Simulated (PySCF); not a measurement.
Computed IR spectrum (relative IR intensity) of a molecule CH7ClOSi2. Geometry: PBE-D3(BJ)/def2-SVP. The values are those of a single conformer. These are PBE-D3(BJ)/def2-SVP (PySCF) values and carry that method's errors. Frequencies are harmonic and unscaled.

Lines under 2 % of the strongest are left out, and lines within 2 cm⁻¹ are merged.

| ν (cm⁻¹) | relative intensity |
|---|---|
| 194 | 2.3 |
| 228 | 10 |
| 303 | 75 |
| 397 | 6.4 |
| 440 | 7.0 |
| 526 | 78 |
| 586 | 25 |
| 646 | 25 |
| 683 | 51 |
| 728 | 89 |
| 795 | 97 |
| 813 | 95 |
| 845 | 100 |
| 857 | 28 |
| 894 | 48 |
| 911 | 26 |
| 1212 | 6.4 |
| 1384 | 5.0 |
| 1387 | 2.0 |
| 2129 | 98 |
| 2150 | 48 |
| 2159 | 78 |
| 2980 | 2.2 |
| 3741 | 58 |

### Question
Which structure fits?
A) C[Si@H](Cl)O[SiH3]
B) C[SiH2]O[SiH2]Cl
C) C[SiH2][Si@@H](O)Cl
D) C[Si@H](Cl)[SiH2]O

### Answer
C, C[SiH2][Si@@H](O)Cl
